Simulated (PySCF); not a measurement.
A structure optimised at B3LYP-D3(BJ)/def2-SVP, used in a PySCF frequency run:

```xyz
5

Si    -0.5886    -0.5420     0.3432
F     -0.9190    -1.6931    -0.7385
Cl    -1.9688     0.9563     0.1172
Br     1.4471     0.2197    -0.0527
H     -0.6677    -1.1198     1.6951
```

Task: Write its SMILES and formula.

Result: F[SiH](Cl)Br, BrClFHSi

Task: What are its rotational constants (standard atomic weights)?

Result: 4.3125, 1.4732, 1.1618 GHz
